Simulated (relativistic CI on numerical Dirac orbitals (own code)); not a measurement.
Calculated at this level of theory: Dirac-Coulomb-Breit CI, orbitals from a KLI potential per configuration, a model potential for QED, unscaled Slater integrals (own radial code, finite nucleus).

The strongest absorption lines from the ground level of an ion, among the configurations computed and to levels below about 565 eV (vacuum wavelength in nm, gf): 2.9380 (0.85), 3.9993 (0.58), 4.0661 (0.33), 4.1298 (0.28), 4.1529 (0.086), 4.1600 (0.63), 4.2409 (0.13), 4.2627 (0.19).

(1) Which ion is it?
A. Eu⁴⁰⁺
B. Eu⁴⁴⁺
C. Eu⁴²⁺
D. Ho⁴⁶⁺

Results:

(1) C. Eu⁴²⁺ has 21 electrons and the ground level 3s²3p⁶3d³ ⁴F3/2; the strongest line goes to 3s²3p⁵3d⁴ ⁴D°1/2. The pattern of lines fixes the number of electrons, and along that sequence the line energies rise steadily with the charge (about as its square where n changes within one kind of shell, about linearly where n is kept but much faster in heavy ions where fine structure, which grows about as Z⁴, sets the gap, and irregularly where shells cross), which fixes Z. Configurations outside the model, such as inner-shell arrays, can give stronger lines. At this charge energies of transitions that change n are usually good to better than 1 %, and those within a shell (Δn = 0) to a few per cent.

LS names give the leading component of a level, which can be under half, so a name can repeat, a term be missing and a line seem to break the LS rules.
